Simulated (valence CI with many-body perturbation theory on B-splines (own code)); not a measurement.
Energy levels of Sn36+

Method: relativistic CI+MBPT: four valence electrons over a frozen Dirac-Fock core [Ne], radial functions for each j: 11 s, 11 p, 9 d, 7 f, 5 g, 2 h, 1 i, with the one-electron correlation potential Σ1 (screened to all orders), the two-electron term Σ2, the three-electron term Σ3, Breit, model QED; selected single and double excitations, second order for the rest (own B-spline code, finite nucleus).

The last digits are not significant, and no measured levels were compared; by estimate large intervals hold to a few tenths of a per cent, small ones and those within an open d or f shell to about a per cent.

Levels 46 to 67 of 67, with energies above the lowest level, (3s^2 3p1/2^2) J=0. "Leading %" is the weight of the configuration and term that name the level; weights of strongly mixed levels are sums over their largest components and can fall short. In the jj column 3d3/2^4 stands for four electrons in 3d with j = 3/2. Lifetimes count E1, E2, E3, M1 and M2 decay at the calculated energies, and are blank where another channel may lead or the interval is too uncertain; long ones can be off by a factor of two.

```csv
No.,Configuration,Term,J,E (× 10³ cm⁻¹),Leading %,Leading jj,Lifetime,g
46,3s.3p2.3d,5P,1,2766.6,60,3s 3p1/2 3p3/2 3d3/2 (82 %),3.72 ps,2.140
47,3s.3p2.3d,5D,3,2798.0,34,3s 3p1/2 3p3/2 3d5/2 (70 %),10.9 ps,1.284
48,3s.3p2.3d,3G,3,2809.3,53,3s 3p1/2 3p3/2 3d3/2 (91 %),6.93 ps,0.885
49,3s.3p2.3d,3D,1,2834.1,38,3s 3p1/2 3p3/2 3d3/2 (70 %),3.54 ps,0.835
50,3s.3p2.3d,1D,2,2844.3,23,3s 3p1/2 3p3/2 3d5/2 (60 %),5.48 ps,1.282
51,3s.3p2.3d,1G,4,2870.5,47,3s 3p1/2 3p3/2 3d5/2 (65 %),20.7 ps,1.146
52,3s.3p2.3d,3D,3,2891.3,53,3s 3p1/2 3p3/2 3d5/2 (60 %),4.75 ps,1.214
53,3s.3p2.3d,3D,1,2908.8,64,3s 3p1/2 3p3/2 3d3/2 (83 %),2.47 ps,0.822
54,3s.3p2.3d,3G,4,2929.8,56,3s 3p1/2 3p3/2 3d5/2 (85 %),8.88 ps,1.111
55,3s.3p2.3d,3P,0,2931.0,80,3s 3p1/2 3p3/2 3d3/2 (54 %),4.47 ps,
56,3s.3p2.3d,3D,3,2935.3,28,3s 3p1/2 3p3/2 3d5/2 (81 %),6.29 ps,1.122
57,3s.3p2.3d,3D,1,2948.1,70,3s 3p1/2 3p3/2 3d5/2 (85 %),9.08 ps,0.681
58,3s.3p2.3d,3F,2,2968.4,40,3s 3p1/2 3p3/2 3d3/2 (70 %),2.36 ps,0.888
59,3s.3p2.3d,3P,1,3009.8,40,3s 3p1/2 3p3/2 3d5/2 (82 %),5.61 ps,1.454
60,3s.3p2.3d,3D,2,3016.1,31,3s 3p1/2 3p3/2 3d5/2 (69 %),5.53 ps,1.141
61,3s.3p2.3d,3F,3,3021.6,37,3s 3p1/2 3p3/2 3d5/2 (73 %),3.93 ps,1.114
62,3s.3p2.3d,3P,0,3023.3,51,3s 3p1/2 3p3/2 3d5/2 (36 %),3.74 ps,
63,3s.3p2.3d,3D,2,3060.7,46,3s 3p1/2 3p3/2 3d5/2 (65 %),3.04 ps,1.144
64,3s.3p2.3d,3D,2,3082.9,36,3s 3p1/2 3p3/2 3d5/2 (32 %),3.41 ps,1.139
65,3s.3p2.3d,3F,4,3101.0,32,3s 3p3/2^2 3d5/2 (67 %),24.3 ps,1.317
66,3p4,3P,1,3117.6,40,3p1/2 3p3/2^3 (40 %),2.34 ps,1.298
67,3s.3p2.3d,3D,3,3135.7,40,3s 3p3/2^2 3d3/2 (59 %),3.73 ps,1.297
```
